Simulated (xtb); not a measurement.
GeF4, SMILES [F][Ge]([F])([F])[F]. All values are semi-empirical tight-binding results from xtb (GFN2-xTB unless named), good for trends rather than for accurate numbers. Geometry: GFN2-xTB. The isomer is the one that the SMILES or the coordinates give; other isomers of the formula were not compared.

For metal compounds this method's bond lengths and energies can be far off.

Computed properties:
```json
{
  "point_group_as_xtb_finds_it": "Td",
  "orbital_gap": "8.83 eV",
  "zero_point_energy": "4.4 kcal/mol",
  "G − E(el) at 298.15 K (modified RRHO)": "-13.8 kcal/mol"
}
```
